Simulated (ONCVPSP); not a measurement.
**Potentials for titanium compared**

Generated with ld1.x 7.5 (TM, RRKJ, ultrasoft, PAW), atompaw 4.2 or ONCVPSP 4.0.1. The cutoff is in Ry: for ld1.x and atompaw files where the sum of valence levels is converged to 10 mRy in a Bessel basis, for ONCV files where the hardest occupied wave has 1 mHa per electron of residual kinetic energy. The error is the largest all-electron minus pseudo excitation energy over each file’s own four to seven test configurations (ionisations up to +4, promotions, holes and added fractions of an electron), all of which were solved. The labels leave out finer settings (local radius, basis sizes, second energies), which also bear on the numbers. Spin-polarised tests are not counted. The rows are a selection from randomly drawn settings: files with unsolved tests, undetermined cutoffs or missed reference levels are left out.

A true bound ghost makes a file unfit for plane-wave use even where its test errors are small: the radial tests pick states by their node count and pass the ghost by.

```tsv
potential	cutoff (Ry)	largest error (meV)	bound ghosts
ONCV, PBE, fully relativistic, rc 1.75/1.60/1.70 (spd), local smoothed, core correction yes, reference 3s2 3p6 3d2 4s2, qcut 7.7/10.4/10.9, projectors 2/1/2	73	+31	none
ONCV, PBEsol, scalar-relativistic, rc 1.65/1.15/2.50 (spd), local smoothed, core correction yes, reference 3s2 3p6 3d2 4s2, qcut 6.2/8.4/6.6, projectors 2/2/2	55	+232	none
ONCV, PBE, scalar-relativistic, rc 2.55/2.15/2.55 (spd), local smoothed, core correction yes, reference 3p6 3d2 4s1 4p1, qcut 2.3/5.1/5.1, projectors 1/2/3	24	-6.9	s
ONCV, PBEsol, scalar-relativistic, rc 1.55/1.00/2.40 (spd), local smoothed, core correction no, reference 3s2 3p6 3d2 4s2, qcut 8.3/8.4/7, projectors 2/1/1	63	+169	none
ONCV, PBE, scalar-relativistic, rc 1.90/1.75/1.90 (spd), local smoothed, core correction no, reference 3s2 3p6 3d2 4s2, qcut 6.4/9.8/9.2, projectors 2/2/2	61	+43	none
ONCV, LDA (Perdew-Wang 92), fully relativistic, rc 2.30/1.25/2.50 (spd), local smoothed, core correction yes, reference 3p6 3d2 4s2, qcut 2.2/11/6.2, projectors 2/2/3	74	+395	s
```

(1) Fill in the row for Ti: ONCV, LDA (Perdew-Zunger), scalar-relativistic, rc 1.75/1.40/2.25/1.90 (spdf), local smoothed, core correction yes, reference 3s2 3p6 3d2 4s2, qcut 5.5/11.8/7.1/5.9, projectors 2/1/2/2.

(2) Fill in the row for Ti: ONCV, PBE, scalar-relativistic, rc 1.40/1.50/2.72 (spd), local smoothed, core correction yes, reference 3s2 3p6 3d2 4s2, qcut 6.6/7.7/8.4, projectors 2/2/1.

(3) Fill in the row for Ti: ONCV, Wu-Cohen, scalar-relativistic, rc 2.78/2.02/2.20 (spd), local smoothed, core correction no, reference 3p6 3d2 4s2, qcut 2.7/6.6/10.2, projectors 1/3/2.

Answers

(1) cutoff 40 Ry, largest error +127 meV, bound ghosts: none.

(2) cutoff 41 Ry, largest error -260 meV, bound ghosts: none.

(3) cutoff 57 Ry, largest error +222 meV, bound ghosts: none.
